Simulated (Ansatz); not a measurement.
`COB(F)O[SiH3]` + HCl → `COB(F)Cl` + `O[SiH3]` at 400 K and 1 bar (ligand exchange at a B–O bond).

Program: Ansatz. Geometries: PBE0-D4/def2-TZVP. ΔE: electronic, gas phase. CCSD(T)/CBS adds triple-zeta CCSD(T) − MP2 to the extrapolated MP2 energy (def2 sets, frozen cores). This one scheme is used for every species. Each species was taken in one conformer, which may not be the lowest.

```tsv
species	CCSD(T)/CBS energy (Eh)	H − E (kJ/mol)	S (J/(mol·K))
`COB(F)O[SiH3]`	-605.86989	248.7	421.6
HCl	-460.38127	29.6	195.4
`COB(F)Cl`	-699.54205	161.6	362.0
`O[SiH3]`	-366.69042	120.0	276.4
```

H − E and S are ideal-gas, rigid-rotor, harmonic terms from PBE0-D4/def2-TZVP, for one conformer and one mirror image of each species. 1 Eh = 2625.50 kJ/mol, R = 8.31446 J/(mol·K).

**Question.** By hand: ΔE, ΔH, ΔS and ΔG.

**Answer.** ΔE = (-699.54205) + (-366.69042) − (-605.86989) − (-460.38127) = 0.01869 Eh = 49.1 kJ/mol. Δ(H − E) = 161.6 + 120.0 − 248.7 − 29.6 = 3.3, so ΔH = 52.4 kJ/mol. ΔS = 362.0 + 276.4 − 421.6 − 195.4 = 21.4 J/(mol·K). ΔG = 52.4 − 400 × (21.4)/1000 = 43.8 kJ/mol.

**Question.** By hand: the equilibrium constant, and the temperature at which ΔG would vanish if ΔH and ΔS stayed fixed.

**Answer.** log₁₀ K = −ΔG/(RT ln 10) = -5.7. ΔG = 0 at ΔH/ΔS = 2449 K.

ΔH outweighs TΔS. A doubt of 5 kJ/mol in ΔE shifts log₁₀ K by 0.7 here. Other conformers and mirror images would add mixing entropy, several J/(mol·K) or more a flexible species. Modes under 60 cm⁻¹, often nearly free rotors, make the harmonic entropy too high. These are equilibria of isolated gas molecules and say nothing of rates. Largest T1 diagnostic: 0.012 (customary marks: 0.02 for closed shells, 0.045 for open ones).
